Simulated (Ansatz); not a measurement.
Other settings, tried on MoSe₂.

```yaml
crystal:
  periodic: [false, false, false]
  atoms:
    - {symbol: Mo, position_ang: [-0.132806, -0.665416, 0.550601]}
    - {symbol: Se, position_ang: [1.241461, 1.054688, 0.880655]}
    - {symbol: Se, position_ang: [-1.108665, -0.389262, -1.431256]}
basis:
  gaussian: {orbitals: def2-TZVPD}
hamiltonian: {xc: {name: wB97X}}
scf: {omitted_lower_state_checks: [starts]}
```

```sh
$ ansatz run in.yaml --threads 4 --pin off --events-out ev --progress --plain --max-ram 3916MiB
```

Output, abridged:

```
Functional definition: wB97X
1214 factors; their error is unknown
242 factors; integrals over basis functions are off by at most 5.7e-5 eV
mean field evaluation 1: about -132554.7604 eV, gradient 1.9e1 eV
mean field evaluation 2: about -132553.1044 eV, gradient 3.6e1 eV
mean field evaluation 4: about -132555.7345 eV, gradient 2.9e0 eV
mean field evaluation 8: about -132555.8105 eV, gradient 4.9e-1 eV
mean field evaluation 16: about -132556.2932 eV, gradient 3.2e-1 eV
mean field evaluation 32: about -132556.2934 eV, gradient 2.4e-4 eV
mean field -132556.29337105 eV, -4871.3539315034 hartree, gradient 2.6e-5 eV, S^2 0.000000; 0 other end points of the search recorded, 0 dependent functions left out
reference -132556.29333025 eV, -4871.3539300041 hartree; 41, 41 occupied and 113, 113 virtual orbitals, 1214 factors
Total energy: -132556.29333025 eV, -4871.3539300041 hartree
Checks for a lower state left out: starts
```

Hardware: 4 threads of Arm Neoverse V1 on a shared host. Wall time 20 s, peak host memory 0.72 GiB.

In the def2 sets Mo takes a core potential; there is no spin–orbit coupling. The restricted singlet is unstable towards broken spin symmetry at other levels; at RKS ωB97X/def2-TZVPD this wasn't settled.
